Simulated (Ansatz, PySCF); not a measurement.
Complex: HCl (SMILES Cl) (first 2 atoms) with ClH3Si (SMILES [SiH3]Cl); geometry from B3LYP-D3(BJ)/def2-TZVP, rigid monomers moved along the line of their centres of mass till H2···Cl4 is 4.43 Å.
(charge 0, multiplicity 1):
```
atom    x (Å)    y (Å)   z (Å)
----  -------  -------  ------
Cl    -0.3135  -0.4178  0.9692
H      0.5898  -0.1007  1.8322
Si    -0.1060   0.8197  6.6664
Cl     1.8448   0.9561  5.9513
H     -0.5783  -0.5560  6.4336
H     -0.9261   1.7998  5.9336
H     -0.0653   1.1315  8.1071
```

Counterpoise-corrected where a basis set is named; no monomer relaxation.

Frozen-core correlation. CBS: X⁻³ extrapolation of the correlation energy, Hartree–Fock from the larger set.

Codes used: Ansatz (an electronic-structure program); PySCF for the dispersion terms. 

PBE/def2-TZVPPD gives -1.4 kJ/mol for the interaction energy.

Question: Where do these levels fall relative to PBE: PBE-D3(BJ)/def2-TZVPPD, r2SCAN/def2-TZVPPD, B3LYP/def2-TZVPPD, wB97M-V/def2-TZVPPD, MP2/CBS(aug-cc-pV(D+d)Z, aug-cc-pV(T+d)Z), MP2/CBS(aug-cc-pV(D+d)Z, aug-cc-pV(T+d)Z) + ΔCCSD(T)/aug-cc-pV(D+d)Z.

Answer: PBE-D3(BJ)/def2-TZVPPD -0.8; r2SCAN/def2-TZVPPD 0.0; B3LYP/def2-TZVPPD 0.5; wB97M-V/def2-TZVPPD -0.5; MP2/CBS(aug-cc-pV(D+d)Z, aug-cc-pV(T+d)Z) -0.6; MP2/CBS(aug-cc-pV(D+d)Z, aug-cc-pV(T+d)Z) + ΔCCSD(T)/aug-cc-pV(D+d)Z -0.5 kJ/mol. 2 of 6 lie above PBE; the widest gap is to PBE-D3(BJ)/def2-TZVPPD.
